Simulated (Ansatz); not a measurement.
Ideal-gas functions of `C[Se]B(Cl)Cl` at 298.15 K and 1 bar, from an Ansatz frequency run at PBE0-D4/def2-TZVP.

Molar mass 175.71 g/mol, point group Cs (symmetry number 1), electronic degeneracy 1, moments of inertia 203.892, 355.647, 556.322 u Å². Harmonic wavenumbers (cm⁻¹, unscaled): 90, 104, 151, 210, 248, 402, 417, 616, 911, 917, 926, 963, 1311, 1459, 1462, 3086, 3189, 3196.

Use S(trans) = R[1.5 ln M + 2.5 ln T − 1.1517]; rotational temperatures θ = 24.2544 K / I; S(rot) = R[ln(√π/σ · √(T³/θAθBθC)) + 1.5]; for each mode x = 1.438777 ν̃/T, S = R[x/(eˣ − 1) − ln(1 − e⁻ˣ)] and H = RT x/(eˣ − 1); 1 cm⁻¹ = 0.0119627 kJ/mol; R = 8.31446 J/(mol·K).

Task: By hand: the entropy, in J/(mol·K).

Result: Translation 173.3. Rotation: θ = 0.119, 0.0682, 0.0436 K, giving 121.3. Vibration, mode by mode: 15.31, 14.13, 11.13, 8.55, 7.30, 4.00, 3.77, 1.77, 0.56, 0.55, 0.53, 0.45, 0.11, 0.06, 0.06, 0.00, 0.00, 0.00, in all 68.3. Electronic 0.0. Sum 362.9 J/(mol·K).

Task: By hand: H − E and G − E in kJ/mol, counted from the electronic energy.

Result: Zero-point energy ½ × 19658 × 0.0119627 = 117.6; thermal vibration 10.8; translation, rotation and pV give 4 RT = 9.9. H − E = 138.3 kJ/mol, and G − E = 138.3 − 298.15 × 362.9/1000 = 30.1 kJ/mol.

Vibration gives 19 % of the entropy, 29.4 J/(mol·K) of it from the modes under 150 cm⁻¹: soft modes count most, and the harmonic formula is weakest for them. The sum counts one conformer and one mirror image; others add a mixing term.
